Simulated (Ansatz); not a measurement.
Ansatz (an electronic-structure program) input (CCSD(T)/cc-pVDZ):

Ansatz 0.2 input:
```yaml
crystal:
  periodic: [false, false, false]
  atoms:
    - {symbol: O, position_ang: [1.95929058, 0.10860775, 0.44620332]}
    - {symbol: C, position_ang: [0.64289540, 0.12985055, 0.19078676]}
    - {symbol: C, position_ang: [-0.30440775, 1.06631870, 0.44087060]}
    - {symbol: C, position_ang: [-1.52693401, 0.50809758, -0.06855319]}
    - {symbol: C, position_ang: [-1.23115935, -0.70604383, -0.58079057]}
    - {symbol: O, position_ang: [0.12083634, -0.95426711, -0.42510623]}
    - {symbol: H, position_ang: [2.32756491, -0.72518224, 0.12773357]}
    - {symbol: H, position_ang: [-0.15421982, 2.01728489, 0.91906815]}
    - {symbol: H, position_ang: [-2.50102812, 0.96696947, -0.04882419]}
    - {symbol: H, position_ang: [-1.79569806, -1.48313513, -1.06063588]}
basis:
  gaussian:
    orbitals: cc-pVDZ
magnetization: {spin_polarized: false}
correlation: {method: ccsd_t, electrons: outside_noble_gas}
```

End of the output:

```
integrals: 0.14 GiB planned
956 factors; integrals over basis functions are off by at most 1.4e-3 eV
0.45 GiB of device memory are held for the factors and their scratch space
mean field: 0.36 GiB planned
mean field evaluation 1: about -8255.3436 eV, gradient 3.6e1 eV
mean field evaluation 2: about -8255.6596 eV, gradient 3.6e1 eV
mean field evaluation 4: about -8258.9058 eV, gradient 4.3e0 eV
mean field evaluation 8: about -8258.9669 eV, gradient 4.8e-4 eV
mean field evaluation 16: about -8258.5744 eV, gradient 4.2e0 eV
mean field -8258.96694288 eV, -303.5114370219 hartree, gradient 8.8e-7 eV, S^2 0.000000; 0 other end points of the search recorded, 0 dependent functions left out
6 core orbitals not correlated
reference -8258.96694288 eV, -303.5114370219 hartree; 16, 16 occupied and 82, 82 virtual orbitals, 956 factors
second order -24.10272485 eV of doubles, -0.00000000 eV of singles
coupled cluster: 2.25 GiB planned
cycle   1  -24.08508727 eV  change    1.8e-2 eV  update   1.2e-1
cycle   2  -24.70404938 eV  change   -6.2e-1 eV  update   3.6e-2
cycle   3  -24.87053210 eV  change   -1.7e-1 eV  update   1.8e-2
cycle   4  -24.86200393 eV  change    8.5e-3 eV  update   4.4e-3
cycle   5  -24.86129028 eV  change    7.1e-4 eV  update   2.0e-3
cycle   6  -24.86199076 eV  change   -7.0e-4 eV  update   6.4e-4
cycle   7  -24.86153012 eV  change    4.6e-4 eV  update   2.7e-4
cycle   8  -24.86139115 eV  change    1.4e-4 eV  update   1.1e-4
cycle   9  -24.86142953 eV  change   -3.8e-5 eV  update   4.0e-5
cycle  10  -24.86143373 eV  change   -4.2e-6 eV  update   1.2e-5
perturbative correction -0.91127782 eV, -0.0334888423 hartree
Total energy: -8284.73965443 eV, -304.4585667022 hartree
```
